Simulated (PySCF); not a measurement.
GeH5Si, SMILES [SiH3][GeH2], multiplicity 2.

The structure is a stationary point at PBE-D3(BJ)/def2-TZVP. The isomer is the one that the SMILES or the coordinates give; other isomers of the formula were not compared.

Method: PBE/def2-TZVPD (PySCF).

Isolated molecule, no solvent.

```json
{
  "total_energy": "-2368.98287 hartree",
  "point_group": "Cs",
  "α spin, highest occupied and lowest empty level": "-5.11 and -0.88 eV",
  "β spin, highest occupied and lowest empty level": "-7.33 and -3.80 eV",
  "dipole_moment": "0.032 e·Å",
  "quadrupole, principal values (traceless, Buckingham form, about the centre of nuclear charge)": "-0.29, -0.13, 0.42 D·Å",
  "mean_static_polarisability": "72.2 bohr³ (10.69 Å³)",
  "polarisability_principal_values": "61.7, 63.9, 90.8 bohr³",
  "⟨S²⟩": "0.752 (pure state 0.75)"
}
```
